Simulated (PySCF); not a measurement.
## Computed properties of In(F)2(NH2) (F2H2InN), SMILES [In]([NH2])([F])[F]

In(F)2(NH2) (F₂H₂InN), SMILES [NH2][In]([F])[F]. Coordinates come from a B3LYP-D3(BJ)/def2-SVP optimisation. The def2 effective core potentials stand for the cores of In; spin–orbit coupling is left out. Other conformers were not sampled. All values are computed for the isolated molecule unless a solvent is named; none is compared with measurement here.

**Structure.** The optimised structure has Cs symmetry. All 12 harmonic modes at B3LYP-D3(BJ)/def2-SVP (PySCF) are real, so it is a minimum. With heavy atoms numbered as in [In:1]([F:2])([F:3])[NH2:4], the shortest bond between them is In1–F3 at 1.958 Å and the longest In1–N4 at 2.030 Å.

**Vibrations.** The strongest infrared lines (harmonic, unscaled, degenerate partners summed) lie at 487 cm⁻¹ (94 km/mol, N 54 %, H 40 %), 619 cm⁻¹ (67 km/mol, F 82 %, In 18 %), 600 cm⁻¹ (55 km/mol, F 73 %, H 18 %). The softest mode is at 101 cm⁻¹ and the zero-point energy is 17.8 kcal/mol.

**Electronic structure.** HF/def2-TZVPD (PySCF) places the frontier levels at -11.88 and 0.14 eV, a gap of 12.02 eV, and gives a dipole moment of 3.88 D and a mean polarisability of 36.0 bohr³.

**Excitations.** TDA-PBE0/def2-SVPD (PySCF) has S1 at 4.72 eV (263 nm, f = 0.062, bright); the most intense of the 10 singlets computed lies at 6.79 eV (f = 0.08). T1 (TDA) is at 3.79 eV, 0.93 eV under S1. No vertical singlet excitation falls in the visible range (under 3.1 eV).
